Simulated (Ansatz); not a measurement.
Reaction (cleavage of the Ge–Ge bond): `F[CH2][GeH2][GeH3]` + H₂S → `F[CH2][GeH2][SH]` + GeH₄

Calculated with Ansatz (gas phase, PBE0-D4/def2-TZVP geometries, no zero-point term in ΔE). CCSD(T)/CBS adds triple-zeta CCSD(T) − MP2 to the extrapolated MP2 energy (def2 sets, frozen cores). This one scheme is used for every species. For Ge outer-core shells are correlated without core-valence functions, which leaves a few kJ/mol of doubt a bond. Scalar relativity is left out up to krypton. Each species was taken in one conformer, which may not be the lowest.

`F[CH2][GeH2][GeH3]`:

Z-matrix (Å, degrees):
```
C
Ge 1 1.981
F 1 1.387 2 110.0
H 1 1.093 2 110.4 3 -119.5
H 1 1.093 2 111.1 3 119.8
Ge 2 2.421 1 109.5 3 50.7
H 2 1.542 1 107.6 3 171.5
H 2 1.539 1 109.2 3 -70.9
H 6 1.538 2 109.7 1 54.3
H 6 1.535 2 110.5 1 -65.8
H 6 1.537 2 110.3 1 173.8
```

H₂S:

Z-matrix (Å, degrees):
```
S
H 1 1.341
H 1 1.341 2 92.3
```

`F[CH2][GeH2][SH]`:

```xyz
9

F    -1.136   -1.346   -0.754
C     0.049   -0.676   -1.016
Ge    0.607    0.314    0.598
S    -0.973    1.787    1.111
H    -0.120    0.014   -1.846
H     0.804   -1.411   -1.309
H     1.875    1.134    0.315
H     0.835   -0.672    1.756
H    -1.941    0.856    1.145
```

GeH₄:

Z-matrix (Å, degrees):
```
Ge
H 1 1.534
H 1 1.534 2 109.5
H 1 1.534 2 109.5 3 -120.0
H 1 1.534 2 109.5 3 120.0
```

```json
{"species": "`F[CH2][GeH2][GeH3]`", "HF/def2-QZVPP energy (Eh)": "-4292.24942"}
{"species": "H₂S", "HF/def2-QZVPP energy (Eh)": "-398.71944"}
{"species": "`F[CH2][GeH2][SH]`", "HF/def2-QZVPP energy (Eh)": "-2613.25750"}
{"species": "GeH₄", "HF/def2-QZVPP energy (Eh)": "-2077.72178"}
```

Task: Work out ΔE.

Result: ΔE = (-2613.25750) + (-2077.72178) − (-4292.24942) − (-398.71944) = -0.01042 Eh = -6.5 kcal/mol. CCSD(T)/CBS gives -3.6 kcal/mol.

Largest T1 diagnostic among the species: 0.012.

In def2-TZVPP, CCSD(T) changes the Hartree–Fock value by +2.8 kcal/mol (the triples alone add −0.1 kcal/mol) and MP2 by +2.0 kcal/mol.
